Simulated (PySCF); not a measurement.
**Correlation energy of Ce (cerium, neutral)**

[Xe] 4f1 5d3, one real determinant (an excited configuration). Computed with PySCF 2.14 in cc-pVDZ-X2C (8s7p5d3f1g, 84 functions), with scalar relativity by spin-free X2C-1e. Frozen: [Kr] 4d10; 12 electrons correlated.

MP2 pair energies summed by pair of shells (mhartree):

```
 pair  energy  share (%)
5p-5p  -95.01       38.8
5p-5d  -64.02       26.1
5s-5p  -32.52       13.3
4f-5p  -19.27        7.9
5d-5d  -11.44        4.7
5s-5d   -7.59        3.1
5s-5s   -5.54        2.3
4f-5d   -5.09        2.1
4f-5s   -4.39        1.8
```

Total MP2 correlation energy: -244.88 mhartree.

Same-spin part -77.88 and opposite-spin part -167.00 mhartree; SCS-MP2 scales them by 1/3 and 6/5 to -226.36 mhartree.

The reference is one real determinant that mixes LS terms of this configuration.
